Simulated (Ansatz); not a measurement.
Energy difference R1 → P1 + P2, each structure at its B3LYP-D3(BJ)/def2-TZVP stationary point, reached from a drawn start (curvature not checked).
R1: BCl3 (SMILES ClB(Cl)Cl), charge 0, multiplicity 1.
P1: BCl2 (SMILES Cl[B]Cl), charge 0, multiplicity 2.
P2: Cl atom, charge 0, multiplicity 2.

P less R. No zero-point or thermal terms; singlets are restricted closed shells; open shells are unrestricted; no spin–orbit coupling.

Correlated levels freeze the cores. CBS: X⁻³ extrapolation of the correlation energy, Hartree–Fock from the larger set.

Programs: Ansatz (Gaussian orbitals). All values are computed, each at the level named.

```tsv
level	reaction energy (kJ/mol)
r2SCAN/def2-TZVPP	489.2
B97M-V/def2-TZVPP	510.3
PBE0/def2-TZVPP	493.0
B2PLYP/def2-TZVPP	487.8
MP2/cc-pV(D+d)Z	494.2
MP2/CBS(cc-pV(T+d)Z, cc-pV(Q+d)Z)	530.1
SCS-MP2/cc-pV(D+d)Z	?
SCS-MP2/cc-pV(T+d)Z	?
CCSD/cc-pV(Q+d)Z	?
```

### Question
Fill in the missing entries.

### Answer

- SCS-MP2/cc-pV(D+d)Z, reaction energy (kJ/mol): 481.9
- SCS-MP2/cc-pV(T+d)Z, reaction energy (kJ/mol): 500.9
- CCSD/cc-pV(Q+d)Z, reaction energy (kJ/mol): 484.9

Ansatz is a program for electronic structure.
